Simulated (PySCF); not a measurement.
**Cost of excited-state runs on SMILES [NH2+]c1ccccc1S, [C$_{6}$H$_{7}$NS]+, doublet, charge +1**

Bonds (- single, = double, # triple, : aromatic): N1-C2 1.337 Å, C2:C3 1.415 Å, C3:C4 1.367 Å, C4:C5 1.409 Å, C5:C6 1.373 Å, C6:C7 1.400 Å, C7-S8 1.739 Å, C7:C2 1.436 Å. N1 carries H9, H10; C3 carries H11; C4 carries H12; C5 carries H13; C6 carries H14; S8 carries H15. Formal charges: N1 +1.

Total charge +1.

PySCF with density fitting, on 1 thread of an Arm Neoverse V2, shared host. Command: `OMP_NUM_THREADS=1 python excited_run.py task.json out`

**Question.** How long does each of these runs take, and how much memory?
- open-shell absorption, HCTH407/cc-pVDZ; 2 states; Tamm-Dancoff; grid level 3
- open-shell absorption, CAM-B3LYP/def2-SVP; 10 states; full response; IEF-PCM toluene
- open-shell absorption, CAM-B3LYP/def2-SVP; 10 states; full response; writes grids

**Answer.** 
```tsv
run	level	basis functions	wall time	peak memory (GiB)
open-shell absorption	HCTH407/cc-pVDZ	151	46 s	0.52
open-shell absorption	CAM-B3LYP/def2-SVP	151	49 s	0.72
open-shell absorption	CAM-B3LYP/def2-SVP	151	61 s	0.65
```
Times from a shared host are rough.
